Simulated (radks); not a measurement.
Question: Neutral nickel: order these configurations by energy. Calculated with a radial shooting solver on a logarithmic mesh with Libxc functionals: non-relativistic Kohn-Sham, PBE, spin-polarised, spherical densities, point nucleus. Open shells are filled with parallel spins first. [Ar] 3d10; [Ar] 3d7 4s2 4p1; [Ar] 3d8 4s1 4p1; [Ar] 3d8 4s2; [Ar] 3d9 4p1; [Ar] 3d9 4s1.

Answer: From the lowest, in eV above it: [Ar] 3d9 4s1 0.000; [Ar] 3d10 1.185; [Ar] 3d8 4s2 1.521; [Ar] 3d9 4p1 3.875; [Ar] 3d8 4s1 4p1 4.954; [Ar] 3d7 4s2 4p1 10.685.
